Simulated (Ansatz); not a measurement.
Frontier orbitals of `N=[C]([InH2])[GaH][F]`.

Total charge 0; spin multiplicity 1. Correlated methods include outer-core shells of Ga, In, which these sets cover unevenly. Scalar relativity is left out up to krypton. In takes the def2 core potential. All single points use the PBE0-D4/def2-TZVP geometry. It is one conformer, not always the lowest. Basis def2-TZVPP, Ansatz.

| functional | HOMO (eV) | LUMO (eV) |
| --- | --- | --- |
| r2SCANh | -5.80 | -2.65 |

Task: Give HOMO and LUMO (eV) with LDA (SPW92), PBE, revPBE, BLYP, r2SCAN, B97M-V, PBE0, B3LYP, r2SCAN0, HSE06 (plane-wave form), BHLYP, CAM-B3LYP, LC-ωPBE, ωB97X-V, ωB97M-V, HF. (Best estimate.)

Result: The calculation gave: 
| functional | HOMO | LUMO |
| --- | --- | --- |
| LDA (SPW92) | -5.43 | -3.44 |
| PBE | -5.25 | -3.16 |
| revPBE | -5.18 | -3.04 |
| BLYP | -5.16 | -3.07 |
| r2SCAN | -5.41 | -2.99 |
| B97M-V | -5.49 | -3.04 |
| PBE0 | -6.29 | -2.24 |
| B3LYP | -6.14 | -2.52 |
| r2SCAN0 | -6.41 | -2.15 |
| HSE06 (plane-wave form) | -5.90 | -2.62 |
| BHLYP | -7.30 | -1.38 |
| CAM-B3LYP | -7.56 | -1.25 |
| LC-ωPBE | -8.76 | -0.04 |
| ωB97X-V | -8.46 | -0.18 |
| ωB97M-V | -8.36 | -0.36 |
| HF | -8.85 | 0.78 |

B3LYP here is the variant with VWN-RPA as its local correlation; programs differ in this. LC-ωPBE has ω = 0.4 bohr⁻¹.
